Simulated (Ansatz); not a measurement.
H₆OSi₃, SMILES `O[SiH]1[SiH2][SiH2]1`, relaxed with RKS PBE0-D4/def2-TZVP in the Gaussian-basis code of Ansatz from a PBE-D4/def2-SVP geometry. The force threshold is 0.005 eV/Å; the program also tests the step.

The species carries charge 0 and has multiplicity 1.

Start:

```xyz
10

O    -1.374   -1.464   -1.401
Si   -1.002   -0.181   -0.372
Si    0.409   -0.406    1.465
Si    1.002    1.039   -0.326
H    -1.374   -1.224   -2.346
H    -2.171    0.720   -0.064
H     1.325   -1.597    1.516
H    -0.018    0.059    2.829
H     1.000    2.541   -0.238
H     2.202    0.513   -1.064
```

**Question.** How much energy does the relaxation release, and in how many steps? (Estimate.)

**Answer.** Ansatz gave: 1.11 kcal/mol, in 5 steps.

**Question.** Which bonds change most? (Best estimate.)

**Answer.** Ansatz gave: O1–Si2 from 1.686 to 1.648 Å; Si2–Si4 from 2.347 to 2.324 Å; Si2–H6 from 1.509 to 1.489 Å; Si3–Si4 from 2.377 to 2.357 Å.

**Question.** Give the relaxed structure. (Best estimate.)

**Answer.** Computed: 
```xyz
10

O    -1.359   -1.419   -1.391
Si   -0.993   -0.182   -0.366
Si    0.408   -0.404    1.457
Si    0.991    1.029   -0.322
H    -1.357   -1.219   -2.329
H    -2.150    0.704   -0.061
H     1.318   -1.576    1.512
H    -0.019    0.051    2.804
H     0.991    2.513   -0.247
H     2.172    0.503   -1.054
```
